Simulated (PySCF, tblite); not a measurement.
System: O2Se, singlet: symmetric bend, bond length relaxed. Scanned: O-Se-O angle. Other coordinates (Se-O bond length) were minimised at B3LYP/def2-TZVP.

- RKS-B3LYP/6-31G* = restricted B3LYP/6-31G*, spherical d run with PySCF 2.14.0
- RKS-LDA (SVWN5)/6-31G* = restricted LDA (SVWN5)/6-31G*, spherical d (PySCF)
- GFN2-xTB, 300 K electronic temperature (tblite)
- CCSD(T) on RHF/cc-pVTZ, 11 core orbitals frozen (PySCF)

Energies relative to the lowest point of each profile, in kcal/mol:

```csv
a / °,RKS-B3LYP/6-31G*,RKS-LDA (SVWN5)/6-31G*,GFN2-xTB
180,57.6,50.4,99.3
170,52.6,46.4,78.1
160,40.7,36.6,57.6
150,26.9,24.5,39.3
140,14.5,13.2,23.7
130,5.1,4.7,11.5
120,0.0,0.0,3.3
110,0.2,0.2,0.0
100,6.5,6.3,3.0
90,20.5,19.5,14.3
80,44.9,42.6,37.3
```

Q: Predict the corresponding CCSD(T) column.

A: 180: 58.1; 170: 53.6; 160: 42.2; 150: 28.3; 140: 15.6; 130: 5.8; 120: 0.3; 110: 0.0; 100: 6.1; 90: 20.4; 80: 45.3 (kcal/mol).
